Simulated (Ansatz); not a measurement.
Stepwise reaction of `C#C[SiH2]F` with hydrogen chloride, as a gas-phase model of exchange steps in deposition or etching. ΔE in kJ/mol; ΔG adds harmonic PBE0-D4 terms to CCSD(T)/CBS, at 1 bar.

Gas-phase electronic energies from Ansatz, PBE0-D4/def2-TZVP geometries. CBS: MP2 limit from def2 TZ/QZ plus the TZ coupled-cluster correction, frozen cores. This one scheme is used for every species. Functionals use def2-TZVPP. B3LYP here is the variant with VWN-RPA as its local correlation; programs differ in this.

```json
{"step": "1", "reaction": "`C#C[SiH2]F` + HCl → `C#C[SiH](F)Cl` + H₂", "PBE-D4": "-86.0", "B3LYP-D4": "-83.9", "ωB97M-V": "-86.0", "CCSD(T)/CBS": "-84.7", "ΔG(600 K)": "-76.4"}
```

Q: Give the row of step 2, `C#C[SiH](F)Cl` + HCl → `C#C[Si](F)(Cl)Cl` + H₂. (An estimate is asked.)

A: The calculation gave: 
```tsv
step	reaction	PBE-D4	B3LYP-D4	ωB97M-V	CCSD(T)/CBS	ΔG(600 K)
2	`C#C[SiH](F)Cl` + HCl → `C#C[Si](F)(Cl)Cl` + H₂	-80.8	-78.4	-80.1	-78.1	-69.4
```

Q: By hand: ΔE of the 2 steps together at CCSD(T)/CBS.

A: (-84.7) + (-78.1) = -162.8 kJ/mol, or -81.4 kJ/mol a step.

In ΔE each step is higher than the one before. All are downhill at CCSD(T)/CBS. ΔG lies between -76.4 and -69.4 kJ/mol a step. PBE-D4 differs from CCSD(T)/CBS by -2.7 to -1.3 kJ/mol a step. Isolated molecules leave out the surface, adducts and barriers. Largest T1 diagnostic: 0.012.
